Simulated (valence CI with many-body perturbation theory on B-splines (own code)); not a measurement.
## E1 transitions of Br XXIII

Calculated by valence CI with perturbative core correlation (CI+MBPT): three valence electrons over a frozen Dirac-Fock core [Ne], radial functions for each j: 11 s, 11 p, 9 d, 7 f, 5 g, 2 h, 1 i, with the one-electron correlation potential Σ1 (screened to all orders), the two-electron term Σ2, the three-electron term Σ3, Breit, model QED; selected single and double excitations, second order for the rest (own B-spline code, finite nucleus).

No measured spectrum was set against this ion. As an estimate, levels of excited configurations hold to 0.05 to 0.15 % of their energy, terms of the ground configuration to about 0.5 %.

Lines 151 to 200 of 276 in falling wavelength, among levels below 1902800 cm⁻¹, chosen from the strongest by gf and those to the six lowest levels. Wavelengths and rates use the calculated energies, so an error of 500 cm⁻¹ moves a line at 144.4 Å by 0.072 % and its rate by three times that or more. Electric multipoles are in the length gauge, E1 and E2 with the static RPA response of the core. Weak lines are less certain than strong ones. Lines between different terms over intervals too small for the method are left out, as are lines whose strength nearly cancels. The highest levels of a list are the least certain.

Names give the largest LS component (configuration and term), which can be under half, so a name can repeat, a term be missing and a line seem to break the LS rules; names also repeat where a configuration has a term twice. Letters in brackets count levels of one name in rising energy.

```tsv
λ vac (Å)	Upper	Lower	A (s⁻¹)	S (a.u.) with core polarisation	S without
144.4	3p²3d ²P_1/2 [b]	3p³ ²P°_1/2	4.46e+10	1.32e-01	1.36e-01
144.2	3p²3d ²D_3/2 [b]	3p³ ²P°_1/2	7.60e+09	4.50e-02	4.62e-02
144.1	3s3p3d ²D°_5/2 [a]	3s3p² ²D_5/2	4.00e+10	3.54e-01	3.64e-01
144.0	3s3p3d ⁴F°_3/2	3s3p² ⁴P_1/2	4.05e+07	2.39e-04	2.44e-04
143.7	3s3p3d ²D°_3/2	3s3p² ²D_3/2	5.28e+10	3.09e-01	3.18e-01
143.5	3s3p3d ⁴D°_3/2	3s3p² ⁴P_5/2	1.38e+08	8.06e-04	8.25e-04
143.5	3s3p3d ⁴P°_5/2	3s3p² ⁴P_5/2	6.92e+09	6.06e-02	6.23e-02
142.7	3p³ ²P°_1/2	3s3p² ⁴P_3/2	2.68e+08	7.69e-04	7.92e-04
142.1	3s3p3d ²P°_1/2 [b]	3s3p² ²P_3/2	3.42e+10	9.70e-02	9.98e-02
141.8	3p²3d ²P_3/2 [b]	3p³ ²P°_3/2	2.02e+10	1.13e-01	1.16e-01
141.7	3p²3d ²S_1/2	3p³ ²P°_3/2	2.46e+10	6.91e-02	7.11e-02
141.1	3p³ ²P°_3/2	3s3p² ⁴P_5/2	7.72e+08	4.28e-03	4.41e-03
141.0	3s3p² ²S_1/2	3s²3p ²P°_1/2	6.74e+09	1.86e-02	1.92e-02
140.7	3p²3d ⁴P_5/2	3p³ ⁴S°_3/2	3.04e+10	2.51e-01	2.58e-01
139.7	3s²3d ²D_3/2	3s²3p ²P°_3/2	2.38e+10	1.28e-01	1.32e-01
139.4	3p²3d ²S_1/2	3s3p3d ⁴D°_3/2	3.40e+10	9.09e-02	9.35e-02
139.1	3p²3d ⁴P_3/2	3p³ ⁴S°_3/2	9.61e+09	5.11e-02	5.25e-02
139.0	3s3p3d ²D°_5/2 [b]	3s3p² ²P_3/2	9.36e+10	7.44e-01	7.65e-01
138.9	3s3p3d ²D°_5/2 [a]	3s3p² ²D_3/2	3.14e+09	2.49e-02	2.56e-02
138.8	3s3p² ²P_3/2	3s²3p ²P°_1/2	2.38e+10	1.26e-01	1.30e-01
138.8	3p²3d ⁴P_5/2	3p³ ²D°_5/2	1.72e+10	1.36e-01	1.40e-01
138.6	3s3d² ⁴F_3/2	3s3p3d ⁴D°_1/2	3.55e+10	1.87e-01	1.92e-01
138.5	3s3p3d ²P°_3/2 [c]	3s3p² ²P_3/2	5.36e+10	2.81e-01	2.89e-01
138.5	3s3d² ⁴F_5/2	3p³ ²P°_3/2	1.48e+10	1.17e-01	1.20e-01
138.0	3s3p3d ²P°_3/2 [b]	3s3p² ²S_1/2	6.99e+10	3.63e-01	3.73e-01
137.5	3s²3d ²D_5/2	3s²3p ²P°_3/2	6.75e+10	5.20e-01	5.34e-01
137.3	3s3p3d ²P°_3/2 [a]	3s3p² ²P_1/2	8.38e+10	4.28e-01	4.40e-01
137.3	3p²3d ²F_7/2 [b]	3s3p3d ⁴P°_5/2	6.01e+09	6.14e-02	6.31e-02
137.0	3s3p3d ⁴D°_3/2	3s3p² ⁴P_3/2	8.14e+08	4.13e-03	4.24e-03
137.0	3s3p3d ⁴P°_5/2	3s3p² ⁴P_3/2	3.91e+10	2.98e-01	3.06e-01
136.2	3s3d² ⁴F_5/2	3s3p3d ⁴D°_3/2	1.47e+10	1.10e-01	1.13e-01
135.6	3s3p3d ⁴D°_1/2	3s3p² ⁴P_3/2	2.20e+09	5.40e-03	5.55e-03
134.8	3p³ ²P°_3/2	3s3p² ⁴P_3/2	1.53e+10	7.41e-02	7.62e-02
134.3	3p³ ²P°_1/2	3s3p² ⁴P_1/2	1.08e+07	2.59e-05	2.67e-05
134.0	3p²3d ⁴P_1/2	3p³ ⁴S°_3/2	6.16e+10	1.46e-01	1.50e-01
134.0	3p²3d ²P_3/2 [b]	3p³ ²P°_1/2	1.10e+10	5.23e-02	5.38e-02
133.7	3s3p3d ²F°_7/2 [a]	3s3p² ²D_5/2	2.97e+10	2.81e-01	2.89e-01
132.3	3s3p3d ⁴D°_7/2	3s3p² ⁴P_5/2	6.16e+10	5.63e-01	5.79e-01
132.3	3s3p3d ⁴D°_5/2	3s3p² ⁴P_5/2	4.42e+10	3.03e-01	3.12e-01
131.7	3s3p3d ⁴P°_3/2	3s3p² ⁴P_5/2	1.87e+10	8.45e-02	8.69e-02
131.6	3p²3d ²P_1/2 [a]	3p³ ²D°_3/2	3.83e+10	8.61e-02	8.85e-02
131.5	3p²3d ⁴P_5/2	3p³ ²D°_3/2	1.63e+10	1.10e-01	1.13e-01
130.6	3p²3d ²D_5/2	3p³ ⁴S°_3/2	1.12e+10	7.39e-02	7.60e-02
130.5	3p²3d ²D_3/2 [a]	3p³ ⁴S°_3/2	5.19e+10	2.28e-01	2.34e-01
130.2	3p²3d ⁴P_3/2	3p³ ²D°_3/2	5.88e+10	2.56e-01	2.63e-01
129.9	3s3p3d ²F°_5/2 [a]	3s3p² ⁴P_5/2	3.53e+09	2.29e-02	2.35e-02
129.3	3s3p3d ²D°_3/2	3s3p² ⁴P_5/2	4.69e+08	2.00e-03	2.05e-03
129.2	3s3p3d ⁴D°_3/2	3s3p² ⁴P_1/2	3.57e+10	1.52e-01	1.56e-01
128.9	3p²3d ²D_5/2	3p³ ²D°_5/2	2.81e+10	1.78e-01	1.83e-01
128.9	3p²3d ²D_3/2 [a]	3p³ ²D°_5/2	8.32e+09	3.52e-02	3.62e-02
```
